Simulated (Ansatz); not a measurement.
Vertical singlet–triplet gap (eV) of eight boron compounds: PBE beside CAM-B3LYP, computed with Ansatz (a quantum-chemistry and plane-wave program) for isolated molecules in the bases named; differences from unrounded values. The eight are the first of their class met in an unordered collection, after screening for sound electronic states; none was chosen by its value. Functionals give these values as differences of separate SCF runs (ΔSCF), EOM-CCSD as a root; each molecule has one DFT geometry for both levels.

| molecule | basis | CAM-B3LYP |
|---|---|---|
| C2H4BN3, SMILES NB1N=CC=N1 | def2-TZVPD | 2.93 |
| C3H6BNO, SMILES CC#CB(N)O | def2-TZVPD | 4.97 |
| C3H8BNO, SMILES CNB1COC1 | def2-SVPD | 6.10 |
| prop-2-enylboronamidic acid (C3H8BNO), SMILES C=CCB(N)O | def2-SVPD | 4.22 |
| C4H8BN, SMILES NB1CC=CC1 | def2-SVPD | 4.23 |
| C2H5BO3, SMILES O1COB(C1)O | def2-TZVPD | 6.96 |
| B(H)(Me)(OMe) (C2H7BO), SMILES CBOC | def2-SVPD | 6.33 |
| CH5BO2S, SMILES S(B(O)O)C | def2-SVPD | 5.72 |

Q: Estimate the PBE values and say how PBE differs from CAM-B3LYP over the set. (The exact figures need the calculation; the answer reports its results.)

A: 
| molecule | PBE | difference |
|---|---|---|
| C2H4BN3, SMILES NB1N=CC=N1 | 2.50 | -0.43 |
| C3H6BNO, SMILES CC#CB(N)O | 4.78 | -0.20 |
| C3H8BNO, SMILES CNB1COC1 | 5.17 | -0.93 |
| prop-2-enylboronamidic acid (C3H8BNO), SMILES C=CCB(N)O | 4.27 | 0.06 |
| C4H8BN, SMILES NB1CC=CC1 | 4.28 | 0.05 |
| C2H5BO3, SMILES O1COB(C1)O | 6.10 | -0.86 |
| B(H)(Me)(OMe) (C2H7BO), SMILES CBOC | 5.76 | -0.58 |
| CH5BO2S, SMILES S(B(O)O)C | 5.22 | -0.51 |
PBE lies below CAM-B3LYP in 6 and above it in 2 of the eight; the mean signed difference is -0.42 and the largest -0.93 eV.
